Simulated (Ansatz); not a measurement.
A set of 12 reactions (redistribution), with CCSD(T)/CBS values in kJ/mol:

```tsv
reaction	ΔE
`C[N](C)[Ga]([OH])[Cl]` + `COB(S)OC` → `C[N](C)[Ga]([OH])[SH]` + `COB(Cl)OC`	10.6
`N[SiH]([SiH3])Cl` + `C[NH][In]([F])[F]` → `CN[SiH]([SiH3])Cl` + `[NH2][In]([F])[F]`	-7.1
`[F][Al]([Cl])[Cl]` + `C[S][Zn][F]` → `C[S][Al]([F])[Cl]` + `[F][Zn][Cl]`	4.0
`FBC[SiH3]` + `O=CS[SiH2]O` → `O[SiH2]SBF` + `O=CC[SiH3]`	-29.1
`CB(N)N` + `OCB(F)Br` → `NB(N)O` + `CCB(F)Br`	-158.3
`BNC` + `C[SiH](F)N[SiH3]` → `CNBF` + `C[SiH2]N[SiH3]`	31.6
`FBC[SiH3]` + `[CH3][Al]([F])[CH2]O` → `[CH3][Al]([SiH3])[CH2]O` + `FBCF`	304.5
`NC[SiH2]P` + `[SiH3][AlH][Cl]` → `P[SiH2][AlH][Cl]` + `NC[SiH3]`	-2.3
`[NH2][GeH2][SiH2]Cl` + `CO[SiH](C)N` → `C[SiH](N)[GeH2][NH2]` + `CO[SiH2]Cl`	3.1
`N[SiH2][O][GeH3]` + `BCBCl` → `N[SiH2]CBCl` + `B[O][GeH3]`	-22.7
`[BH2][GeH2][CH3]` + `CB1N=C1C` → `[BH2][GeH]([CH3])[CH3]` + `CB1C=N1`	4.6
`S=C[SiH2][SnH3]` + `O[SiH2]CC[SiH3]` → `[SiH3]C[SiH2]C=S` + `O[SiH2][CH2][SnH3]`	-35.1
```

Calculated with Ansatz (gas phase, PBE0-D4/def2-TZVP geometries, no zero-point term in ΔE). CCSD(T)/CBS adds triple-zeta CCSD(T) − MP2 to the extrapolated MP2 energy (def2 sets, frozen cores). This one scheme is used for every species. Functionals use def2-TZVPP. B3LYP here is the variant with VWN-RPA as its local correlation; programs differ in this. Elements past krypton have def2 core potentials. For Br, Ga, Ge, In, Sn, Zn outer-core shells are correlated without core-valence functions, which leaves a few kJ/mol of doubt a bond. Scalar relativity is left out up to krypton. One conformer a species, not always the lowest.

Task: Give the mean, mean absolute and largest difference (level minus CCSD(T)/CBS, kJ/mol) for: PBE-D4, r2SCAN-D4, B3LYP-D4, ωB97X-V, ωB97M-V, PBE, r2SCAN, B3LYP, HF/def2-TZVPP, SCS-MP2/def2-TZVPP, CCSD(T)/def2-TZVPP, HF/def2-QZVPP, MP2/CBS(def2), CCSD/CBS(def2). (Estimate.)

Result: The calculation gave: 
```tsv
level	mean	mean absolute	largest
PBE-D4	0.8	9.2	-27.5
r2SCAN-D4	1.8	4.5	10.5
B3LYP-D4	1.1	4.9	12.1
ωB97X-V	0.1	3.6	-13.5
ωB97M-V	0.4	2.1	3.8
PBE	1.2	9.3	-28.2
r2SCAN	2.0	4.4	10.3
B3LYP	1.9	5.5	15.0
HF/def2-TZVPP	-1.0	7.6	-13.4
SCS-MP2/def2-TZVPP	-0.3	2.2	7.6
CCSD(T)/def2-TZVPP	-1.0	1.4	-4.3
HF/def2-QZVPP	-0.6	7.6	14.7
MP2/CBS(def2)	1.2	3.6	20.9
CCSD/CBS(def2)	0.0	1.2	-3.8
```

The largest T1 diagnostic in the set is 0.016, for `[NH2][In]([F])[F]` (customary mark 0.02).

CCSD(T)/CBS is a level of theory with its own doubt, and the functionals carry their triple-zeta basis error, so these figures describe this set and don't rank the functionals.
